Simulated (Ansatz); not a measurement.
A made-up structure of LiAlSiNH5, closed shell:

Li1  (-2.030, 0.385, -1.066)
Si2  (0.296, 1.190, -0.782)
N3  (0.745, -0.122, 0.372)
Al4  (-0.471, -1.300, 0.799)
H5  (1.357, 1.147, -1.857)
H6  (0.959, -0.386, 1.334)
H7  (1.686, -0.141, 0.745)
H8  (-1.927, -1.102, 0.092)
H9  (-0.337, -2.530, 1.782)
(Å)

It is relaxed with PBE-D4/def2-SVP and then PBE0-D4/def2-TZVP (Ansatz 0.2.0). Atoms count as bonded within 1.22 times the sum of their covalent radii (H–H: 0.88 Å). The end point is not checked to be a true minimum.

(1) Does its bonding change? (A judgement: the text doesn't fix the answer.)

Answers

(1) Computed: Yes. Formed: Si2–Al4; broken: Al4–H6.

Where it ends: The first stage lowers the energy by 5.77 eV in 14 steps. It ends as LiAlSiNH₅ ([H]1[Li]2[SiH]3[NH2][AlH]123):
Li1  (-2.125, 0.402, -0.687)
Si2  (0.256, 0.703, -0.960)
N3  (0.767, 0.083, 0.811)
Al4  (-0.453, -1.317, 0.180)
H5  (1.531, 0.339, -1.669)
H6  (0.553, 0.711, 1.571)
H7  (1.737, -0.196, 0.893)
H8  (-1.948, -0.786, 0.717)
H9  (-0.039, -2.799, 0.562)
(Å)

Labels in which every atom is bracketed show which atoms are joined, not bond orders.

For scale, one of the runs: PBE0-D4/def2-TZVP relaxation, 149 basis functions, launched by `ansatz run in.yaml --threads 2 --pin off --events-out ev --progress --plain --max-ram 4352MiB`. The run took about 28 s on 2 CPU threads of an Arm Neoverse V1 (shared host).
